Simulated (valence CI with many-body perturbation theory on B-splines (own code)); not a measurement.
## Level structure of Pr28+

Computed by configuration interaction combined with many-body perturbation theory (CI+MBPT): three valence electrons over a frozen Dirac-Fock core [Ar] 3d10, a basis of 11 s, 11 p, 10 d, 8 f, 5 g, 2 h functions for each j, with the one-electron correlation potential Σ1, the two-electron term Σ2, the three-electron term Σ3, Breit, model QED; selected CI, second order for the rest, scaled by the run's own slope (own B-spline code, finite nucleus).

The last digits are not significant, and no measured levels were compared; by estimate large intervals hold to a few tenths of a per cent, small ones and those within an open d or f shell to about a per cent.

Levels 136 to 176 of 176, with energies above the lowest level, (4s^2 4p1/2) J=1/2. "Leading %" is the weight of the configuration and term that name the level; weights of strongly mixed levels are sums over their largest components and can fall short. In the jj column 3d3/2^4 stands for four electrons in 3d with j = 3/2.

```csv
No.,Configuration,Term,J,E (eV),Leading %,Second component,g,Leading jj
136,4p2.4f,4F°,3/2,407.10,70,13 % 4p2.4f 2D°,0.566,4p1/2 4p3/2 4f5/2 (93 %)
137,4p2.4f,2F°,7/2,408.01,38,12 % 4p2.4f 4F°,1.206,4p1/2 4p3/2 4f7/2 (42 %)
138,4p2.4f,2D°,5/2,408.74,37,36 % 4p2.4f 4D°,1.217,4p1/2 4p3/2 4f7/2 (51 %)
139,4p2.4f,4D°,3/2,408.91,33,24 % 4p2.4f 2D°,1.016,4p1/2 4p3/2 4f5/2 (67 %)
140,4p2.4f,4D°,1/2,409.32,42,36 % 4p2.4f 2P°,0.320,4p1/2 4p3/2 4f5/2 (74 %)
141,4p.4d2,2P°,1/2,412.70,77,11 % 4p.4d2 4D°,0.652,4p1/2 4d5/2^2 (78 %)
142,4p2.4f,2F°,5/2,414.73,35,14 % 4p2.4f 2D°,0.940,4p1/2 4p3/2 4f7/2 (68 %)
143,4p2.4f,2G°,9/2,415.04,36,31 % 4p.4d2 2H°,0.993,4p1/2 4p3/2 4f5/2 (38 %)
144,4p2.4f,2D°,3/2,416.79,42,23 % 4p2.4f 2P°,1.023,4p1/2 4p3/2 4f7/2 (63 %)
145,4p.4d2,2G°,7/2,417.60,36,13 % 4p2.4f 2F°,1.036,4p3/2 4d3/2^2 (35 %)
146,4p.4d2,4G°,11/2,418.71,86,9 % 4p2.4f 2H°,1.251,4p3/2 4d5/2^2 (76 %)
147,4p.4d2,2F°,7/2,419.88,38,26 % 4p.4d2 4F°,1.162,4p3/2 4d3/2 4d5/2 (78 %)
148,4p.4d2,4G°,9/2,419.89,38,25 % 4p.4d2 4F°,1.187,4p3/2 4d3/2 4d5/2 (83 %)
149,4p.4d2,2D°,3/2,420.88,33,14 % 4p.4d2 4F°,0.896,4p3/2 4d3/2^2 (52 %)
150,4p.4d2,4D°,5/2,421.00,33,25 % 4p.4d2 2D°,1.235,4p3/2 4d3/2 4d5/2 (58 %)
151,4p.4d2,4F°,5/2,422.42,30,16 % 4p.4d2 4D°,1.066,4p3/2 4d3/2^2 (54 %)
152,4p.4d2,4D°,7/2,423.11,28,18 % 4p.4d2 2F°,1.183,4p3/2 4d3/2 4d5/2 (41 %)
153,4p.4d2,2S°,1/2,423.16,37,23 % 4p.4d2 4P°,1.461,4p3/2 4d3/2^2 (44 %)
154,4p.4d2,2F°,5/2,423.66,30,23 % 4p.4d2 4P°,1.149,4p3/2 4d3/2 4d5/2 (56 %)
155,4p.4d2,4D°,3/2,423.77,64,6 % 4p.4d2 2D°,1.127,4p3/2 4d3/2 4d5/2 (41 %)
156,4p.4d2,2G°,9/2,424.20,34,22 % 4p2.4f 2H°,1.097,4p3/2 4d5/2^2 (31 %)
157,4p.4d2,4D°,1/2,424.26,56,17 % 4p.4d2 2S°,0.748,4p3/2 4d3/2 4d5/2 (63 %)
158,4p.4d2,4D°,7/2,424.91,58,10 % 4p.4d2 2F°,1.297,4p3/2 4d3/2 4d5/2 (36 %)
159,4p.4d2,2H°,11/2,425.02,61,32 % 4p2.4f 4G°,1.150,4p3/2 4d3/2 4d5/2 (56 %)
160,4p.4d2,4P°,5/2,426.51,40,22 % 4p.4d2 4D°,1.374,4p3/2 4d3/2 4d5/2 (42 %)
161,4p.4d2,4S°,3/2,427.04,38,25 % 4p.4d2 4P°,1.650,4p3/2 4d3/2^2 (45 %)
162,4p.4d2,2F°,7/2,427.48,37,13 % 4p.4d2 2G°,1.118,4p3/2 4d5/2^2 (38 %)
163,4s2.5p,2P°,1/2,428.66,98,,0.665,4s^2 5p1/2 (98 %)
164,4p.4d2,2G°,7/2,429.68,29,16 % 4p2.4f 4F°,1.089,4p3/2 4d3/2 4d5/2 (27 %)
165,4p.4d2,2G°,9/2,430.70,38,28 % 4p.4d2 4F°,1.181,4p3/2 4d5/2^2 (50 %)
166,4p.4d2,2D°,3/2,431.14,28,16 % 4p.4d2 4S°,1.121,4p3/2 4d3/2 4d5/2 (69 %)
167,4p.4d2,2D°,5/2,431.33,54,15 % 4s.4d.4f 2D°,1.188,4p3/2 4d3/2 4d5/2 (58 %)
168,4p.4d2,2G°,7/2,431.69,17,11 % 4p.4d2 2F°,1.124,4p3/2^2 4f7/2 (36 %)
169,4p.4d2,2P°,1/2,431.94,59,23 % 4p2.4f 4D°,0.643,4p3/2 4d5/2^2 (54 %)
170,4p.4d2,2F°,5/2,433.57,53,19 % 4p2.4f 2F°,0.915,4p3/2 4d3/2 4d5/2 (47 %)
171,4p2.4f,4F°,9/2,434.34,42,19 % 4p2.4f 2G°,1.217,4p3/2^2 4f7/2 (77 %)
172,4p2.4f,2D°,3/2,435.30,32,13 % 4p.4d2 2D°,0.877,4p3/2^2 4f5/2 (36 %)
173,4p.4d2,2D°,3/2,435.70,35,12 % 4p.4d2 2P°,0.908,4p3/2 4d3/2 4d5/2 (41 %)
174,4p2.4f,4D°,5/2,437.07,18,18 % 4p2.4f 2F°,1.037,4p3/2^2 4f5/2 (68 %)
175,4p2.4f,4G°,11/2,437.67,33,28 % 4p2.4f 2H°,1.158,4p3/2^2 4f7/2 (61 %)
176,4p.4d2,2F°,7/2,438.35,16,12 % 4p2.4f 4F°,1.155,4p3/2^2 4f5/2 (40 %)
```

Where two levels of one J and parity lie close, their mixing, g and order are uncertain.
